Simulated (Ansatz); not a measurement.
```yaml
crystal:
  periodic: [false, false, false]
  atoms:
    - {symbol: Al, position_ang: [-1.381138, -0.022813, -0.208493]}
    - {symbol: Al, position_ang: [1.459956, 0.117859, 0.268461]}
    - {symbol: F, position_ang: [-2.215392, 1.362916, -0.230758]}
    - {symbol: F, position_ang: [2.240312, -1.307004, 0.072229]}
basis:
  gaussian: {orbitals: cc-pVTZ}
hamiltonian: {xc: {name: r2SCAN0}, dispersion: d4}
scf: {lower_state_search: light}
```

```sh
$ ansatz run in.yaml --threads 4 --pin off --events-out ev --progress --plain --max-ram 3916MiB
```

Output, abridged:

```
Functional definition: r2SCAN0
862 factors; their error is unknown
mean field evaluation 1: about -18623.9285 eV, gradient 5.4e1 eV
mean field evaluation 2: about -18613.3719 eV, gradient 1.0e2 eV
mean field evaluation 4: about -18628.3118 eV, gradient 1.2e0 eV
mean field evaluation 8: about -18628.3156 eV, gradient 3.7e-2 eV
mean field evaluation 16: about -18628.3535 eV, gradient 1.7e-5 eV
mean field -18628.35349281 eV, -684.5793641093 hartree, gradient 1.7e-5 eV, S^2 0.000000; 0 other end points of the search recorded, 0 dependent functions left out
reference -18628.35350249 eV, -684.5793644652 hartree; 22, 22 occupied and 106, 106 virtual orbitals, 862 factors
Total energy: -18628.37813216 eV, -684.5802695888 hartree
```

Hardware: 4 threads of Arm Neoverse V1 on a shared host. Wall time 1.9 s.
